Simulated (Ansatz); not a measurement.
Job for Ansatz (an electronic-structure program): R-B3LYP/def2-TZVPP on FHSn (SMILES [F][SnH]). Elements past Kr take the def2 small-core potentials; no spin–orbit coupling.

Ansatz 0.2 input:
```yaml
crystal:
  periodic: [false, false, false]
  atoms:
    - {symbol: Sn, position_ang: [-0.09060907, -0.17439008, 0.21808246]}
    - {symbol: H, position_ang: [-1.03539881, -1.08789596, -1.00214131]}
    - {symbol: F, position_ang: [0.61848743, 1.09034892, -1.10238459]}
basis:
  gaussian:
    orbitals: def2-TZVPP
hamiltonian:
  xc: {name: B3LYP}
accuracy: high
phonons: {}
scf: {lower_state_search: off}
```

The log:

```
WARN ansatz: RAYON_NUM_THREADS=1 ignored (pool sized by the plan → 1); use --threads N
Functional definition: B3LYP
these checks for a lower state are left out or cut short: stability, starts, cluster_reference, orbital_swaps, neighbouring_geometries, increment
integrals: 0.11 GiB planned
1745 factors; integrals over basis functions are off by at most 2.2e-9 eV
mean field: 0.41 GiB planned
mean field evaluation 1: about -8565.2860 eV, gradient 4.4e1 eV
mean field evaluation 2: about -8526.5236 eV, gradient 1.5e2 eV
mean field evaluation 4: about -8568.4721 eV, gradient 5.4e0 eV
mean field evaluation 8: about -8568.5308 eV, gradient 4.1e-2 eV
mean field evaluation 16: about -8568.5308 eV, gradient 2.5e-6 eV
mean field -8568.53084510 eV, -314.8877005986 hartree, gradient 1.5e-8 eV, S^2 0.000000; 0 other end points of the search recorded, 0 dependent functions left out
the calculation of the forces begins
reference -8568.53087627 eV, -314.8877017442 hartree; 16, 16 occupied and 79, 79 virtual orbitals, 1745 factors
these checks for a lower state are left out or cut short: stability, starts, cluster_reference, orbital_swaps, neighbouring_geometries, increment
integrals: 0.11 GiB planned
1745 factors; integrals over basis functions are off by at most 2.2e-9 eV
mean field: 0.41 GiB planned
mean field -8568.53079613 eV, -314.8876987988 hartree, gradient 9.7e-9 eV, S^2 0.000000; 0 other end points of the search recorded, 0 dependent functions left out
the calculation of the forces begins
reference -8568.53082730 eV, -314.8876999445 hartree; 16, 16 occupied and 79, 79 virtual orbitals, 1745 factors
these checks for a lower state are left out or cut short: stability, starts, cluster_reference, orbital_swaps, neighbouring_geometries, increment
integrals: 0.11 GiB planned
1745 factors; integrals over basis functions are off by at most 2.2e-9 eV
mean field: 0.41 GiB planned
mean field evaluation 32: about -8568.5308 eV, gradient 2.2e-1 eV
mean field -8568.53079835 eV, -314.8876988808 hartree, gradient 7.1e-9 eV, S^2 0.000000; 0 other end points of the search recorded, 0 dependent functions left out
the calculation of the forces begins
reference -8568.53082953 eV, -314.8877000264 hartree; 16, 16 occupied and 79, 79 virtual orbitals, 1745 factors
these checks for a lower state are left out or cut short: stability, starts, cluster_reference, orbital_swaps, neighbouring_geometries, increment
integrals: 0.11 GiB planned
1745 factors; integrals over basis functions are off by at most 2.2e-9 eV
mean field: 0.41 GiB planned
mean field -8568.53081938 eV, -314.8876996535 hartree, gradient 8.1e-8 eV, S^2 0.000000; 0 other end points of the search recorded, 0 dependent functions left out
the calculation of the forces begins
reference -8568.53085056 eV, -314.8877007991 hartree; 16, 16 occupied and 79, 79 virtual orbitals, 1745 factors
these checks for a lower state are left out or cut short: stability, starts, cluster_reference, orbital_swaps, neighbouring_geometries, increment
integrals: 0.11 GiB planned
1745 factors; integrals over basis functions are off by at most 2.2e-9 eV
mean field: 0.41 GiB planned
mean field -8568.53081817 eV, -314.8876996091 hartree, gradient 7.3e-8 eV, S^2 0.000000; 0 other end points of the search recorded, 0 dependent functions left out
the calculation of the forces begins
reference -8568.53084935 eV, -314.8877007547 hartree; 16, 16 occupied and 79, 79 virtual orbitals, 1745 factors
these checks for a lower state are left out or cut short: stability, starts, cluster_reference, orbital_swaps, neighbouring_geometries, increment
integrals: 0.11 GiB planned
1745 factors; integrals over basis functions are off by at most 2.2e-9 eV
mean field: 0.41 GiB planned
mean field -8568.53082721 eV, -314.8876999413 hartree, gradient 6.8e-8 eV, S^2 0.000000; 0 other end points of the search recorded, 0 dependent functions left out
the calculation of the forces begins
reference -8568.53085839 eV, -314.8877010868 hartree; 16, 16 occupied and 79, 79 virtual orbitals, 1745 factors
these checks for a lower state are left out or cut short: stability, starts, cluster_reference, orbital_swaps, neighbouring_geometries, increment
integrals: 0.11 GiB planned
1745 factors; integrals over basis functions are off by at most 2.2e-9 eV
mean field: 0.41 GiB planned
mean field evaluation 64: about -8568.5308 eV, gradient 3.9e-5 eV
mean field -8568.53082703 eV, -314.8876999344 hartree, gradient 7.0e-8 eV, S^2 0.000000; 0 other end points of the search recorded, 0 dependent functions left out
the calculation of the forces begins
reference -8568.53085820 eV, -314.8877010802 hartree; 16, 16 occupied and 79, 79 virtual orbitals, 1745 factors
these checks for a lower state are left out or cut short: stability, starts, cluster_reference, orbital_swaps, neighbouring_geometries, increment
integrals: 0.11 GiB planned
1745 factors; integrals over basis functions are off by at most 2.2e-9 eV
mean field: 0.41 GiB planned
mean field -8568.53083616 eV, -314.8877002699 hartree, gradient 5.6e-8 eV, S^2 0.000000; 0 other end points of the search recorded, 0 dependent functions left out
the calculation of the forces begins
reference -8568.53086733 eV, -314.8877014155 hartree; 16, 16 occupied and 79, 79 virtual orbitals, 1745 factors
these checks for a lower state are left out or cut short: stability, starts, cluster_reference, orbital_swaps, neighbouring_geometries, increment
integrals: 0.11 GiB planned
1745 factors; integrals over basis functions are off by at most 2.2e-9 eV
mean field: 0.41 GiB planned
mean field -8568.53083606 eV, -314.8877002663 hartree, gradient 5.8e-8 eV, S^2 0.000000; 0 other end points of the search recorded, 0 dependent functions left out
the calculation of the forces begins
reference -8568.53086723 eV, -314.8877014120 hartree; 16, 16 occupied and 79, 79 virtual orbitals, 1745 factors
these checks for a lower state are left out or cut short: stability, starts, cluster_reference, orbital_swaps, neighbouring_geometries, increment
integrals: 0.11 GiB planned
1745 factors; integrals over basis functions are off by at most 2.2e-9 eV
mean field: 0.41 GiB planned
mean field -8568.53081156 eV, -314.8876993660 hartree, gradient 7.4e-8 eV, S^2 0.000000; 0 other end points of the search recorded, 0 dependent functions left out
the calculation of the forces begins
reference -8568.53084274 eV, -314.8877005118 hartree; 16, 16 occupied and 79, 79 virtual orbitals, 1745 factors
these checks for a lower state are left out or cut short: stability, starts, cluster_reference, orbital_swaps, neighbouring_geometries, increment
integrals: 0.11 GiB planned
1745 factors; integrals over basis functions are off by at most 2.2e-9 eV
mean field: 0.41 GiB planned
mean field -8568.53080951 eV, -314.8876992907 hartree, gradient 7.0e-8 eV, S^2 0.000000; 0 other end points of the search recorded, 0 dependent functions left out
the calculation of the forces begins
reference -8568.53084068 eV, -314.8877004363 hartree; 16, 16 occupied and 79, 79 virtual orbitals, 1745 factors
these checks for a lower state are left out or cut short: stability, starts, cluster_reference, orbital_swaps, neighbouring_geometries, increment
integrals: 0.11 GiB planned
1745 factors; integrals over basis functions are off by at most 2.2e-9 eV
mean field: 0.41 GiB planned
mean field evaluation 96: about -8568.5297 eV, gradient 1.4e-1 eV
mean field -8568.53082970 eV, -314.8877000327 hartree, gradient 4.0e-8 eV, S^2 0.000000; 0 other end points of the search recorded, 0 dependent functions left out
the calculation of the forces begins
reference -8568.53086087 eV, -314.8877011783 hartree; 16, 16 occupied and 79, 79 virtual orbitals, 1745 factors
these checks for a lower state are left out or cut short: stability, starts, cluster_reference, orbital_swaps, neighbouring_geometries, increment
integrals: 0.11 GiB planned
1745 factors; integrals over basis functions are off by at most 2.2e-9 eV
mean field: 0.41 GiB planned
mean field -8568.53083101 eV, -314.8877000809 hartree, gradient 4.1e-8 eV, S^2 0.000000; 0 other end points of the search recorded, 0 dependent functions left out
the calculation of the forces begins
reference -8568.53086219 eV, -314.8877012265 hartree; 16, 16 occupied and 79, 79 virtual orbitals, 1745 factors
Total energy: -8568.53087627 eV, -314.8877017442 hartree
Atom 0 at    -0.090609    -0.174390     0.218082 Å, force    -0.000217    -0.000371     0.000340 eV/Å
Atom 1 at    -1.035399    -1.087896    -1.002141 Å, force     0.000033     0.000037     0.000026 eV/Å
Atom 2 at     0.618487     1.090349    -1.102385 Å, force     0.000184     0.000334    -0.000366 eV/Å
Dipole moment:    -0.148140    -0.321908     0.498623 e Å
Vibrations: 567.12 606.85 1667.91 cm⁻¹, zero-point energy 0.176174 eV
Checks for a lower state left out: stability, starts, cluster_reference, orbital_swaps, neighbouring_geometries, increment
```

The run converged.

Cost: about 40 core-seconds (a rough figure).
